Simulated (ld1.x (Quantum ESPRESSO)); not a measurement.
Before and after: PAW potential for gold (Au)

Au, PAW, made with ld1.x (Quantum ESPRESSO) 7.5 (LDA (PZ), scalar-relativistic). Core [Xe] 4f14, reference 5d10 6s0.5 6p0.5. Waves: 6s (bound): rcut 1.95, rcutus 2.25 bohr; 6s channel at 3.1 Ry: rcut 1.95, rcutus 2.25 bohr; 6p (bound): rcut 2.00, rcutus 2.70 bohr; 6p channel at 1.6 Ry: rcut 2.00, rcutus 2.70 bohr; 5d (bound): rcut 2.15, rcutus 2.45 bohr; 5d channel at -0.1 Ry: rcut 2.15, rcutus 2.45 bohr. Local part: all-electron potential smoothed inside 2.25 bohr (lloc = -1). Core correction: Bessel-smoothed model core, default radius (core density twice the valence density). Augmentation charge: PSQ, inside the norm-conserving radii.

Change: local potential all-electron potential smoothed inside 1.58 bohr (lloc = -1).

Cutoffs: the cutoffs (Ry, on a coarse ladder) from which the occupation-weighted sum of valence levels, in a spherical-Bessel basis at the reference potential, stays within 10 and 1 mRy of its value at 400 Ry; they do not see the model core or the augmentation charge, which bear on the density cutoff. Errors are all-electron minus pseudo energies relative to the spin-unpolarised reference configuration.

Problem. What does the change do?

Solution. The potential gets neither clearly harder nor softer (18 Ry and 30 Ry → 18 Ry and 30 Ry); a bound ghost appears in d, p, s, which as a rule spoils a file; the number of tests with a reliable result goes from 9 to 0 (the test run of the changed file stopped, so its transferability is not established); the range in which the d phases agree narrows (upper end at the end of the scan → 1.1). A state that the projectors do not describe sees the local part alone, so a deeper or shallower local part can create or remove a ghost.

```csv
quantity,base,changed
"cutoff, loose",18 Ry,18 Ry
"cutoff, tight",30 Ry,30 Ry
bound ghosts,none,"s, d, p"
tests with a reliable result,9 of 9,0 of 9 (the test run stopped)
s: phases at 2.96 bohr within 0.05 rad from the reference energy up to (Ry; the scan ends near 5),4.4,to the end of the scan
p: phases at 2.96 bohr within 0.05 rad from the reference energy up to (Ry; the scan ends near 5),3.7,4.5
d: phases at 2.96 bohr within 0.05 rad from the reference energy up to (Ry; the scan ends near 5),to the end of the scan,1.1
lowest overlap eigenvalue by channel,"s 0.60, p 0.50, d 0.65","s 0.49, p 0.40, d 0.59"
```

 A true bound ghost makes a file unfit for plane-wave use even where its test errors are small: the radial tests pick states by their node count and pass the ghost by.
